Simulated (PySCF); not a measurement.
Isomers of C2H5N. All species are isolated molecules in the gas phase. One relaxed conformer stands for each flexible species; it need not be the lowest. Strings in code marks are SMILES.

The brightest of the four lowest singlets (TDA) from two functionals at the same geometries (PBE0-D3(BJ)/def2-TZVP), both in PySCF: PBE-D3(BJ)/def2-TZVP and ωB97X-D3(BJ)/def2-TZVP. Excitations are Tamm–Dancoff values on a coarser integration grid. The basis has no diffuse functions, so Rydberg states are missing or too high.

```csv
species,ωB97X-D3(BJ)/def2-TZVP (eV)
`NC=C`,7.20
`C=NC`,8.68
`[H]/N=C\C`,8.99
```

Q: What does PBE-D3(BJ)/def2-TZVP give for each?

A: 
- `NC=C`: 6.94
- `C=NC`: 7.59
- `[H]/N=C\C`: 7.41
Over these rows, drawn at random from the members with no instability flagged (it was tested for open shells, ions and some series alone), PBE minus ωB97X-D3(BJ): mean -0.97 eV, from -1.58 eV to -0.26 eV.
